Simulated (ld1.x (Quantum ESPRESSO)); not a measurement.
# Ranking TM semilocal potentials for iodine

All share these settings but for the change named:

```
Element                 : iodine
Generator               : ld1.x (Quantum ESPRESSO) 7.5
Type                    : norm-conserving Troullier–Martins (semilocal form)
Functional              : PW91
Relativity              : scalar-relativistic
Frozen core             : [Kr]
Valence charge          : 17
Reference configuration : 4d10 5s2 5p4 (charge +1)
Partial waves           : 5s (bound): rc 1.25 bohr; 4d (bound): rc 1.25 bohr; 5p (bound): rc 1.85 bohr
Local potential         : the p channel
Core correction         : none
```

Test errors are all-electron minus pseudo excitation energies from the reference, over 4d10 5s2 5p5; 4d10 5s2 5p3; 4d10 5s2 5p2; 4d10 5s2 5p4.5; 4d10 5s2 5p5.3; 4d9 5s2 5p6; 4d10 5s1 5p5. None of these files shows a bound ghost.

The base gives 87.1 meV.

Of 10 variants that were run, those that failed, showed a ghost or another fault, or gave nearly equal values are left out.

In the semilocal form every listed channel keeps its own potential, so the choice of the local channel does not act on these tests. It acts once the file is put into the separable form.

A variant can come out equal or close to the base, since the largest error may sit in a test that the change hardly touches while other tests move.

**Question.** Rank these variants by their largest absolute test error, smallest first.
A. local potential the d channel
B. functional PBE
C. core correction a·sin(br)/r model core inside 0.58 bohr

**Answer.** A (87.0 meV), B (112.3 meV), C (133.9 meV).
